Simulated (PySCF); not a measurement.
Correlation energy of Mg (magnesium, neutral)

[Ne] 3s2, closed-shell 1S. All numbers are calculated (PySCF 2.14, scalar relativity by spin-free X2C-1e, in cc-pVDZ-DK (4s3p1d, 18 functions)). Frozen: [Ne]; 2 electrons correlated.

Total MP2 correlation energy: -21.36 mhartree.

Same-spin part 0.00 and opposite-spin part -21.36 mhartree; SCS-MP2 scales them by 1/3 and 6/5 to -25.63 mhartree.

With two correlated electrons CCSD is exact within the correlated space (frozen core and kept virtual orbitals).

```tsv
level	correlation energy (mhartree)
CCSD	-32.83
```

Diagnostics: T1 = 0.013, D1 = 0.0177, largest double amplitude 0.115.

Problem. Is a single reference adequate?

Solution. Mostly. T1 lies below 0.03, but a double amplitude of this size points to a near-degeneracy that CCSD handles and MP2 describes poorly.
